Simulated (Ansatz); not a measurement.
Geometry optimisation, RKS PBE-D4/6-31G* in Ansatz 0.2.0.

input.yaml

```yaml
crystal:
  periodic: [false, false, false]
  atoms:
    - { symbol: O, position_ang: [-0.1216, 1.4916, 1.9637] }
    - { symbol: Al, position_ang: [0.7543, 0.2346, 1.048] }
    - { symbol: O, position_ang: [-0.1876, -1.1621, 0.232] }
    - { symbol: C, position_ang: [-0.4318, -0.7993, -1.0706] }
    - { symbol: F, position_ang: [-1.1823, -1.8723, -1.6632] }
    - { symbol: H, position_ang: [-0.3789, 2.231, 1.2604] }
    - { symbol: H, position_ang: [2.3745, 0.329, 0.9338] }
    - { symbol: H, position_ang: [0.4384, -0.5911, -1.6884] }
    - { symbol: H, position_ang: [-1.1766, 0.0923, -1.0328] }
basis:
  gaussian: { orbitals: "6-31G*" }
hamiltonian:
  xc: pbe
  dispersion: d4
relax:
  f_tol: 0.015
  max_steps: 40
output:
  orbitals: {}
```

Launched with:

```bash
$ ansatz run input.yaml --threads 1 --pin off --max-ram 2048MiB --backend cpu --events-out ev --progress --plain --runs-dir out
```

Task: Where does it end, and by what steps?

Result: The run converged. The force dipped under the threshold on the way, but the program's further checks kept it going. After 28 steps the energy has fallen by 1.237 eV; F5 moved furthest, 2.00 Å.

| step | energy less start (eV) | largest force component (eV/Å) | accepted |
| --- | --- | --- | --- |
| 0 | 0.0000 | 3.457 | yes |
| 1 | -0.4054 | 1.386 | yes |
| 2 | -0.5967 | 0.790 | yes |
| 3 | -0.7514 | 0.511 | yes |
| 4 | -0.8431 | 0.571 | yes |
| 5 | -0.9211 | 0.244 | yes |
| 6 | -0.9393 | 0.675 | yes |
| 7 | -0.9756 | 0.193 | yes |
| 8 | -0.9949 | 0.150 | yes |
| 9 | -1.0052 | 0.444 | yes |
| 10 | -1.0209 | 0.597 | yes |
| 11 | -1.0530 | 0.582 | yes |
| 12 | -1.0741 | 0.205 | yes |
| 13 | -1.0865 | 0.443 | yes |
| 14 | -1.1050 | 0.329 | yes |
| 15 | -1.1284 | 0.303 | yes |
| 16 | -1.1534 | 0.276 | yes |
| 17 | -1.1769 | 0.382 | yes |
| 18 | -1.2016 | 0.370 | yes |
| 19 | -1.2216 | 0.154 | yes |
| 20 | -1.2284 | 0.103 | yes |
| 21 | -1.2318 | 0.088 | yes |
| 22 | -1.2343 | 0.096 | yes |
| 23 | -1.2356 | 0.085 | yes |
| 24 | -1.2365 | 0.058 | yes |
| 25 | -1.2370 | 0.032 | yes |
| 26 | -1.2371 | 0.006 | yes |
| 27 | -1.2372 | 0.008 | yes |
| 28 | -1.2372 | 0.006 | yes |

```xyz
9
Properties=species:S:1:pos:R:3
O -0.272 0.900 1.964
Al 1.025 0.270 1.025
O 0.796 -0.332 -0.595
C -0.383 -0.461 -1.286
F -1.505 -0.330 -0.432
H -1.139 0.807 1.525
H 2.503 0.237 1.584
H -0.454 -1.466 -1.744
H -0.484 0.329 -2.058
```

Whether the end is a true minimum wasn't checked by a vibrational analysis.

The run took 97 s on 1 thread of Arm Neoverse V1 (shared host), peak memory 0.15 GiB.
